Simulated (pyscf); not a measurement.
H₂C=CH–GeH: [singlet] → cyclic C₂H₄Ge (SMILES [CH]1=[CH][GeH2]1) (rearrangement; singlet surface; C–H broken, Ge–H, C–Ge formed). Optimised with ωB97X-D3(BJ)/def2-SVP in PySCF. MP2 and CC: frozen core, UHF for open shells. ΔMP2 is the change of the MP2 total energy from the triple- to the quadruple-zeta basis. Energies in eV from the reactant's lowest minimum found.

| level | barrier | reaction energy |
|---|---|---|
| PBE/def2-TZVP | 1.36 | +0.68 |
| r²SCAN/def2-TZVP | 1.38 | +0.57 |
| B3LYP-D3(BJ)/def2-TZVP | … | +0.92 |
| HF/def2-TZVP | 2.24 | +0.98 |
| MP2/def2-QZVPP | 1.44 | +0.49 |
| CCSD(T)/def2-TZVPP | 1.59 | +0.61 |
| CCSD(T)/def2-TZVPP + ΔMP2(QZVPP) | … | … |

Q: What belongs in the gaps?

A: 
- B3LYP-D3(BJ)/def2-TZVP, barrier: 1.62
- CCSD(T)/def2-TZVPP + ΔMP2(QZVPP), barrier: 1.57
- CCSD(T)/def2-TZVPP + ΔMP2(QZVPP), reaction energy: +0.63

One saddle was located; it need not be the lowest between these sides. The CCSD(T) − MP2 part came from Ansatz, without density fitting, on the same reference. The frozen core leaves the outer d or s,p core shells of the metals and heavy elements correlated in the MP2 and CC values, and def2-TZVPP describes them poorly, which can shift differences by a few kcal/mol. Elements up to Kr have no core potential and no relativistic terms here.
